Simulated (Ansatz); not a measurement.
This geometry of F$_{2}$H$_{2}$SSi (6 atoms, charge 0, multiplicity 1) is a first-order saddle point.

Method: Ansatz 0.2.0, RKS PBE-D4/STO-3G.

```xyz
6
Properties=species:S:1:pos:R:3
F -0.057 -1.769 0.932
Si 0.314 -0.387 0.107
F 0.208 -0.740 -1.506
S -1.091 1.161 0.632
H 1.710 -0.028 0.415
H -1.042 1.698 -0.627
```

Problem. Which two structures does it join? (They come from a converged band through this point; their orientation in space is the band's.)

Solution. No bond is made or broken. The dihedral F3–Si2–S4–H6 goes from 59 to -121°.

Image 0:

```xyz
6
Properties=species:S:1:pos:R:3
F -0.402 -1.572 0.726
Si 0.423 -0.310 0.044
F 0.511 -0.700 -1.561
S -0.552 1.567 0.370
H 1.771 -0.217 0.619
H -1.708 1.167 -0.244
```

Image 6:

```xyz
6
Properties=species:S:1:pos:R:3
F -0.216 -1.808 0.712
Si 0.237 -0.425 -0.071
F 0.687 -0.935 -1.577
S -1.391 0.974 -0.176
H 1.391 0.182 0.614
H -0.666 1.949 0.452
```

Problem. How far does it lie above each of them?

Solution. 2.2 kcal/mol above the first and 1.2 kcal/mol above the second. This is the barrier of this one path; another mechanism may lie lower. Limits of this set-up: minimal basis.

Run time: 43 s on 1 thread of Arm Neoverse V2 (shared host), peak memory 0.087 GiB.
